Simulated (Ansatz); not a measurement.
Reaction R1 → P1, each structure at its B3LYP-D3(BJ)/def2-TZVP stationary point, reached from a drawn start; harmonic modes at that level show minima.
R1, CHN (SMILES [C-]#[NH+]) (charge 0, multiplicity 1):
```xyz
3

H      0.000     0.000    -1.053
N      0.000     0.000    -0.055
C      0.000     0.000     1.109
```
P1, CHN (SMILES C#N) (charge 0, multiplicity 1):
```xyz
3

C      0.0203     0.0061    -0.0159
N     -0.8564    -0.2569     0.6740
H      0.8361     0.2509    -0.6581
```

P less R. No zero-point or thermal terms.

Frozen-core correlation throughout.

The values were computed with Ansatz (an electronic-structure program). All values are computed, each at the level named.

Problem. One of these levels gives -11.05 kcal/mol for the reaction energy. Which one is it?
A. MP2/cc-pVTZ
B. HF/cc-pVDZ
C. BLYP/def2-TZVPP

Solution. B, HF/cc-pVDZ. The others give -14.87 (BLYP/def2-TZVPP), -17.59 (MP2/cc-pVTZ)
